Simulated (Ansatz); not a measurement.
Cost against result

Saddle point of Si$_{2}$H$_{8}$O$_{2}$, singlet (Si₂H₆O ([SiH3][O][SiH3]) + H₂O → Si₂H₆O₂ ([OH][SiH2][O][SiH3]) + H₂; bonds formed: Si1–O8, H2–H7; bonds broken: Si1–H2, H7–O8), PBE0-D4/def2-TZVP structure:

```json
{"atom": "Si1", "x (Å)": "0.3203", "y (Å)": "0.7260", "z (Å)": "0.8628"}
{"atom": "H2", "x (Å)": "0.6009", "y (Å)": "0.8080", "z (Å)": "-0.8840"}
{"atom": "O3", "x (Å)": "-0.8342", "y (Å)": "-0.4140", "z (Å)": "0.5814"}
{"atom": "Si4", "x (Å)": "-1.5549", "y (Å)": "-0.9143", "z (Å)": "-0.8122"}
{"atom": "H5", "x (Å)": "0.5639", "y (Å)": "0.4472", "z (Å)": "2.3109"}
{"atom": "H6", "x (Å)": "-0.0446", "y (Å)": "2.1626", "z (Å)": "0.8269"}
{"atom": "H7", "x (Å)": "1.6640", "y (Å)": "0.4590", "z (Å)": "-0.5036"}
{"atom": "O8", "x (Å)": "2.1274", "y (Å)": "0.4081", "z (Å)": "0.4949"}
{"atom": "H9", "x (Å)": "-2.1285", "y (Å)": "0.2262", "z (Å)": "-1.5715"}
{"atom": "H10", "x (Å)": "-2.6409", "y (Å)": "-1.8473", "z (Å)": "-0.4241"}
{"atom": "H11", "x (Å)": "-0.5785", "y (Å)": "-1.6323", "z (Å)": "-1.6740"}
{"atom": "H12", "x (Å)": "2.5051", "y (Å)": "-0.4293", "z (Å)": "0.7926"}
```

Barriers are electronic and count from the start structure reached by relaxing down the imaginary mode.

Ansatz 0.2.0; basis: as named in each row; cores frozen in the correlated methods. B3LYP uses VWN-RPA correlation. Extrapolation: Hartree–Fock as exp(−7.88 √X), correlation as X^−2.97.

Times are rough, for one single point on 4 threads of a shared host (Intel Xeon).

The estimate by CCSD(T) at an estimated basis limit (MP2 extrapolated from triple and quadruple zeta, plus CCSD(T) − MP2 in triple zeta) is 1.688 eV.

| method | basis | time (s) | barrier (eV) | method less estimate |
| --- | --- | --- | --- | --- |
| HF | STO-3G | under 1 | 2.934 | 1.246 |
| PBE-D4 | STO-3G | under 1 | 0.941 | -0.747 |
| SPW92 | def2-SVP | 1 | 0.900 | -0.788 |
| PBE-D4 | def2-SVP | 1 | 1.276 | -0.412 |
| B3LYP-D4 | 6-31G | 2 | 1.884 | 0.195 |
| PBE0-D4 | def2-SVP | 2 | 1.481 | -0.207 |
| SPW92 | def2-TZVPP | 2 | 0.985 | -0.703 |
| PBE-D4 | def2-TZVPP | 4 | 1.336 | -0.352 |
| BLYP-D4 | def2-TZVPP | 4 | 1.529 | -0.159 |
| BHLYP-D4 | def2-TZVPP | 5 | 1.816 | 0.128 |
| r2SCAN-D4 | def2-TZVPP | 6 | 1.441 | -0.247 |
| PBE0-D4 | def2-TZVPP | 6 | 1.492 | -0.196 |
| B3LYP-D4 | def2-TZVPP | 6 | 1.634 | -0.054 |
| CAM-B3LYP-D4 | def2-TZVPP | 6 | 1.645 | -0.043 |
| wB97M-V | def2-SVP | 6 | 1.542 | -0.146 |
| CCSD(T) | def2-SVP | 8 | 1.820 | 0.132 |
| r2SCAN0-D4 | def2-TZVPP | 8 | 1.551 | -0.138 |
| RPA on PBE | def2-TZVPP | 9 | 1.726 | 0.038 |
| B2PLYP | def2-TZVPP | 10 | 1.697 | 0.009 |
| PBE-QIDH | def2-TZVPP | 10 | 1.615 | -0.073 |
| B97M-V | def2-TZVPP | 10 | 1.524 | -0.164 |
| wB97X-V | def2-TZVPP | 11 | 1.641 | -0.048 |
| wB97M-V | def2-TZVPP | 11 | 1.590 | -0.098 |
| MP2 | def2-QZVPP | 43 | 1.639 | -0.049 |
| CCSD(T) | def2-TZVPP | 150 | 1.701 | 0.013 |

All methods are single points on the PBE0-D4 structures.

No T1 diagnostic of these runs exceeds 0.013.

Labels in which every atom is bracketed show which atoms are joined, not bond orders.
